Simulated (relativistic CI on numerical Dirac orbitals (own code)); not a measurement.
**Yb59+: computed level list**

Computed by Dirac-Coulomb-Breit CI, KLI orbitals optimised for each configuration, model QED (radiative potential, 1s self-energy scaled to tabulated hydrogen-like ionisation energies), unscaled Slater integrals (own radial code, finite nucleus).

CI space (outside the closed core [Ne]): 3s, 3p, 3d, 4s, 4p, 4d, 4f, 5s, 5p, 5d, 5f, 5g, 6s, 6p, 6d, 7s, 7p. Levels of other configurations are missing.

The lowest level is 3s ²S1/2, with 100 % of that term; Hund's rules for 3s give ²S with J = 1/2, in agreement.

| No. | Configuration | Term | J | E (eV) | % | Landé g |
| --- | --- | --- | --- | --- | --- | --- |
| 1 | 3s | ²S | 1/2 | 0.00 | 100 | 1.985 |
| 2 | 3p | ²P° | 1/2 | 146.60 | 100 | 0.649 |
| 3 | 3p | ²P° | 3/2 | 434.20 | 100 | 1.321 |
| 4 | 3d | ²D | 3/2 | 608.74 | 100 | 0.787 |
| 5 | 3d | ²D | 5/2 | 674.40 | 100 | 1.189 |
| 6 | 4s | ²S | 1/2 | 2841.26 | 100 | 1.993 |
| 7 | 4p | ²P° | 1/2 | 2901.87 | 100 | 0.657 |
| 8 | 4p | ²P° | 3/2 | 3019.54 | 100 | 1.327 |
| 9 | 4d | ²D | 3/2 | 3085.76 | 100 | 0.793 |
| 10 | 4d | ²D | 5/2 | 3114.16 | 100 | 1.194 |
| 11 | 4f | ²F° | 5/2 | 3149.06 | 100 | 0.851 |
| 12 | 4f | ²F° | 7/2 | 3161.49 | 100 | 1.137 |
| 13 | 5s | ²S | 1/2 | 4105.91 | 100 | 1.997 |
| 14 | 5p | ²P° | 1/2 | 4136.35 | 100 | 0.660 |
| 15 | 5p | ²P° | 3/2 | 4195.53 | 100 | 1.330 |
| 16 | 5d | ²D | 3/2 | 4227.93 | 100 | 0.795 |
| 17 | 5d | ²D | 5/2 | 4242.57 | 100 | 1.196 |
| 18 | 5f | ²F° | 5/2 | 4259.85 | 100 | 0.853 |
| 19 | 5f | ²F° | 7/2 | 4266.24 | 100 | 1.139 |
| 20 | 5g | ²G | 7/2 | 4268.62 | 100 | 0.885 |
| 21 | 5g | ²G | 9/2 | 4272.42 | 100 | 1.107 |
| 22 | 6s | ²S | 1/2 | 4776.33 | 100 | 1.998 |
| 23 | 6p | ²P° | 1/2 | 4793.69 | 100 | 0.662 |
| 24 | 6p | ²P° | 3/2 | 4827.52 | 100 | 1.331 |
| 25 | 6d | ²D | 3/2 | 4845.81 | 100 | 0.797 |
| 26 | 6d | ²D | 5/2 | 4854.30 | 100 | 1.198 |
| 27 | 7s | ²S | 1/2 | 5173.79 | 100 | 1.999 |
| 28 | 7p | ²P° | 1/2 | 5184.60 | 100 | 0.663 |
| 29 | 7p | ²P° | 3/2 | 5205.71 | 100 | 1.332 |

Energies count from the lowest computed level; ° marks odd parity.

The mean weight of the leading LS term, summed over parents, in these 29 levels is 100 %, and that of the leading jj configuration (from the same eigenvectors) 100 %.

At this charge energies of transitions that change n are usually good to better than 1 %, and those within a shell (Δn = 0) to a few per cent.
